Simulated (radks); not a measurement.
The numbers below are computed, except where a source is named.
Excited configurations of C: one electron is placed in a higher orbital outside [He] 2s2 2p1. The ground configuration is [He] 2s2 2p2. Level of theory: non-relativistic Kohn-Sham, PBE, spin-polarised, spherical densities, point nucleus; open shells are filled with parallel spins first (a radial shooting solver on a logarithmic mesh with Libxc functionals). Excitation = E - E(ground); binding = E(ion) - E, where the ion is the core of charge +1; n* = 1/sqrt(2 binding) in atomic units, and the quantum defect is n - n*.

outer orbital  excitation (eV)  binding (eV)  quantum defect  eigenvalue (eV)
3s                       7.788         3.887           1.129           -2.280
3p                       8.897         2.778           0.787           -1.501
3d                       9.976         1.700           0.171           -0.789
4s                       9.816         1.859           1.295           -1.152
4f                      10.712         0.964           0.242           -0.482
5s                      10.588         1.087           1.463           -0.712
6p                      11.045         0.631           1.355           -0.427

The Delta-SCF ionisation energy is 11.675 eV (NIST Atomic Spectra Database: 11.260 eV, measured). Self-interaction in the functional shifts the binding energies and quantum defects, so they are the method's values and not measured ones. Open shells are spherical and high-spin; term and fine-structure splittings are not resolved.
